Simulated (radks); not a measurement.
Trend from La4+ to Lu4+: ionisation energy by Delta-SCF between NIST ground configurations, and size. Method: scalar-relativistic Kohn-Sham, SCAN, spin-unpolarised, spherical densities, finite nucleus; meta-GGA in the generalised Kohn-Sham scheme; Fermi nuclear charge, rms radius of each element as measured or else 0.836 A^(1/3) + 0.57 fm; computed with a radial shooting solver on a logarithmic mesh with Libxc functionals.

La4+: configuration [Kr] 4d10 5s2 5p5; IE (eV) 63.766; NIST (eV) 62; kind semi-emp.; -e(HOMO) (eV) 57.480 (5p); outermost 5p; <r> outermost (bohr) 1.71; r at 0.001 e/bohr^3 (bohr) 3.34
Ce4+: configuration [Xe]; IE (eV) 67.152; NIST (eV) 65.6; kind semi-emp.; -e(HOMO) (eV) 60.631 (5p); outermost 5p; <r> outermost (bohr) 1.64; r at 0.001 e/bohr^3 (bohr) 3.29
Pr4+: configuration [Xe] 4f1; IE (eV) 58.157; NIST (eV) 57.53; kind semi-emp.; -e(HOMO) (eV) 47.818 (4f); outermost 5p; <r> outermost (bohr) 1.61; r at 0.001 e/bohr^3 (bohr) 3.25
Nd4+: configuration [Xe] 4f2; IE (eV) 69.971; -e(HOMO) (eV) 49.112 (4f); outermost 5p; <r> outermost (bohr) 1.58; r at 0.001 e/bohr^3 (bohr) 3.21
Pm4+: configuration [Xe] 4f3; IE (eV) 71.306; -e(HOMO) (eV) 50.291 (4f); outermost 5p; <r> outermost (bohr) 1.55; r at 0.001 e/bohr^3 (bohr) 3.18
Sm4+: configuration [Xe] 4f4; IE (eV) 62.063; NIST (eV) 62.7; kind semi-emp.; -e(HOMO) (eV) 51.367 (4f); outermost 5p; <r> outermost (bohr) 1.52; r at 0.001 e/bohr^3 (bohr) 3.14
Eu4+: configuration [Xe] 4f5; IE (eV) 73.862; -e(HOMO) (eV) 52.351 (4f); outermost 5p; <r> outermost (bohr) 1.49; r at 0.001 e/bohr^3 (bohr) 3.11
Gd4+: configuration [Xe] 4f6; IE (eV) 75.095; -e(HOMO) (eV) 53.254 (4f); outermost 5p; <r> outermost (bohr) 1.47; r at 0.001 e/bohr^3 (bohr) 3.08
Tb4+: configuration [Xe] 4f7; IE (eV) 76.299; -e(HOMO) (eV) 54.081 (4f); outermost 5p; <r> outermost (bohr) 1.44; r at 0.001 e/bohr^3 (bohr) 3.05
Dy4+: configuration [Xe] 4f8; IE (eV) 77.482; -e(HOMO) (eV) 54.840 (4f); outermost 5p; <r> outermost (bohr) 1.42; r at 0.001 e/bohr^3 (bohr) 3.02
Ho4+: configuration [Xe] 4f9; IE (eV) 78.643; -e(HOMO) (eV) 55.534 (4f); outermost 5p; <r> outermost (bohr) 1.40; r at 0.001 e/bohr^3 (bohr) 2.99
Er4+: configuration [Xe] 4f10; IE (eV) 79.785; -e(HOMO) (eV) 56.168 (4f); outermost 5p; <r> outermost (bohr) 1.38; r at 0.001 e/bohr^3 (bohr) 2.96
Tm4+: configuration [Xe] 4f11; IE (eV) 80.920; -e(HOMO) (eV) 56.746 (4f); outermost 5p; <r> outermost (bohr) 1.36; r at 0.001 e/bohr^3 (bohr) 2.94
Yb4+: configuration [Xe] 4f12; IE (eV) 82.045; -e(HOMO) (eV) 57.270 (4f); outermost 5p; <r> outermost (bohr) 1.34; r at 0.001 e/bohr^3 (bohr) 2.91
Lu4+: configuration [Xe] 4f13; IE (eV) 69.457; NIST (eV) 66.8; kind semi-emp.; -e(HOMO) (eV) 57.745 (4f); outermost 5p; <r> outermost (bohr) 1.32; r at 0.001 e/bohr^3 (bohr) 2.89

Reference values: NIST Atomic Spectra Database (exp. = measured, semi-emp. = semi-empirical, theory = theoretical value adopted there). Spin polarisation and multiplet splitting are left out, so open shells lie too high by an amount that depends on their filling. Spin-orbit splitting is averaged out at the scalar-relativistic level.

Beside tabulated values, note that spin-unpolarised runs miss the spin-polarisation part of the exchange energy of open shells. No tabulated value is given for the 4+ ions of Nd, Pm and Eu to Yb, where it belongs to another shell than the one emptied here.
